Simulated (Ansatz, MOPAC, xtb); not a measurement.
Dimer: N2 (SMILES N#N) (first 2 atoms) with GeH4 (SMILES [GeH4]); geometry from B3LYP-D3(BJ)/def2-TZVP, rigid monomers moved along the line of their centres of mass till N1···Ge3 is 3.25 Å.
(charge 0, multiplicity 1):
```xyz
7

N     -0.44037     0.51232     0.14199
N     -0.11509     1.18972    -0.64870
Ge     0.07547    -0.23517     3.25758
H      1.29984     0.37294     2.55760
H      0.40897    -0.48815     4.73616
H     -0.29551    -1.56229     2.58143
H     -1.10585     0.74077     3.16029
```

Interaction energies are E(AB) − E(A) − E(B) at the monomers' geometry in the complex; basis-set methods are counterpoise corrected.

The state reached by AM1, PM7 isn't checked; PM7 holds dispersion and hydrogen-bond terms.

Programs: Ansatz (an electronic-structure program); MOPAC for AM1, PM7 (differences of heats of formation); xtb for the GFN methods. Each number belongs to the level named beside it.

**Question.** One of these levels gives 0.40 kcal/mol for the interaction energy. Which one is it?
A. PM7
B. AM1
C. GFN1-xTB
D. B3LYP/def2-TZVPPD

**Answer.** B, AM1. The others give -1.26 (PM7), -10.53 (GFN1-xTB), 1.17 (B3LYP/def2-TZVPPD)
